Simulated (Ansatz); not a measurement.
Reaction (substitution at a C–C bond): `CC(F)([SiH3])Br` + HCl → `FC([SiH3])(Cl)Br` + CH₄

Gas-phase electronic energies from Ansatz, PBE0-D4/def2-TZVP geometries. CCSD(T)/CBS adds triple-zeta CCSD(T) − MP2 to the extrapolated MP2 energy (def2 sets, frozen cores). This one scheme is used for every species. DFT in def2-TZVPP. B3LYP here is the variant with VWN-RPA as its local correlation; programs differ in this. For Br outer-core shells are correlated without core-valence functions, which leaves a few kJ/mol of doubt a bond. Scalar relativity is left out up to krypton.

```json
{"level": "PBE-D4", "ΔE (kJ/mol)": "27.0", "difference from CCSD(T)/CBS": "-12.2"}
{"level": "B3LYP-D4", "ΔE (kJ/mol)": "31.9", "difference from CCSD(T)/CBS": "-7.3"}
{"level": "ωB97M-V", "ΔE (kJ/mol)": "36.1", "difference from CCSD(T)/CBS": "-3.1"}
{"level": "B3LYP", "ΔE (kJ/mol)": "31.4", "difference from CCSD(T)/CBS": "-7.8"}
{"level": "HF/def2-TZVPP", "ΔE (kJ/mol)": "47.0", "difference from CCSD(T)/CBS": "7.8"}
{"level": "MP2/def2-TZVPP", "ΔE (kJ/mol)": "38.5", "difference from CCSD(T)/CBS": "-0.7"}
{"level": "SCS-MP2/def2-TZVPP", "ΔE (kJ/mol)": "38.3", "difference from CCSD(T)/CBS": "-0.9"}
{"level": "CCSD(T)/def2-TZVPP", "ΔE (kJ/mol)": "41.7", "difference from CCSD(T)/CBS": "2.5"}
{"level": "HF/def2-QZVPP", "ΔE (kJ/mol)": "46.8", "difference from CCSD(T)/CBS": "7.6"}
{"level": "MP2/CBS(def2)", "ΔE (kJ/mol)": "36.0", "difference from CCSD(T)/CBS": "-3.2"}
{"level": "CCSD(T)/CBS", "ΔE (kJ/mol)": "39.2", "difference from CCSD(T)/CBS": "0"}
```

Largest T1 diagnostic among the species: 0.011.

From PBE to PBE0 (25 % exact exchange), in def2-TZVPP and without D4, ΔE moves by +8.3 kJ/mol. In def2-TZVPP, CCSD(T) changes the Hartree–Fock value by −5.3 kJ/mol (the triples alone add −3.2 kJ/mol) and MP2 by −8.5 kJ/mol.
